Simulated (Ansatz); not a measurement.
Compare A (`C[SiH]1NCS1`) with its isomer B (`C/N=C\[SiH2]S`).

Isolated molecules relaxed with PBE0-D4/def2-TZVP in Ansatz; ΔE leaves out vibrations. CCSD(T)/CBS adds triple-zeta CCSD(T) − MP2 to the extrapolated MP2 energy (def2 sets, frozen cores). Functionals use def2-TZVPP. B3LYP here is the variant with VWN-RPA as its local correlation; programs differ in this. Each species was taken in one conformer, which may not be the lowest.

A:

```xyz
12

C     1.565    0.133    1.284
Si    0.204   -0.619    0.272
N    -1.173    0.362   -0.057
C    -1.197    0.315   -1.509
S     0.399   -0.552   -1.858
H     2.456   -0.501    1.251
H     1.259    0.216    2.331
H     1.825    1.125    0.912
H    -0.081   -1.971    0.841
H    -2.049    0.461    0.428
H    -2.024   -0.272   -1.919
H    -1.186    1.303   -1.977
```

B:

Z-matrix (Å, degrees):
```
C
N 1 1.437
H 1 1.098 2 115.0
H 1 1.093 2 108.6 3 -122.6
H 1 1.094 2 108.5 3 121.7
C 2 1.266 1 120.0 3 -3.2
Si 6 1.901 2 129.5 1 -0.3
H 6 1.097 2 115.3 1 -179.8
S 7 2.141 6 112.9 2 -66.5
H 7 1.486 6 105.9 2 171.6
H 7 1.484 6 113.2 2 51.7
H 9 1.344 7 94.6 6 -52.6
```

Which is lower in electronic energy at CCSD(T)/CBS, and by how much? (Best estimate.)

The calculation gave: A, by 138.1 kJ/mol.

Give E(B) − E(A) in kJ/mol with B2PLYP, B3LYP-D4, PBE0-D4, CCSD(T)/def2-TZVPP, r2SCAN-D4, CCSD/def2-TZVPP, PBE-D4. (Estimate.)

Computed: B2PLYP 129.2, B3LYP-D4 122.0, PBE0-D4 145.0, CCSD(T)/def2-TZVPP 130.4, r2SCAN-D4 136.1, CCSD/def2-TZVPP 132.8, PBE-D4 128.4. None reverses the order clearly.

Largest T1 diagnostic: 0.012.

From PBE to PBE0 (25 % exact exchange), in def2-TZVPP and without D4, E(B) − E(A) moves by +17.1 kJ/mol. In def2-TZVPP, CCSD(T) changes the Hartree–Fock value by +5.3 kJ/mol (the triples alone add −2.4 kJ/mol) and MP2 by +23.3 kJ/mol.
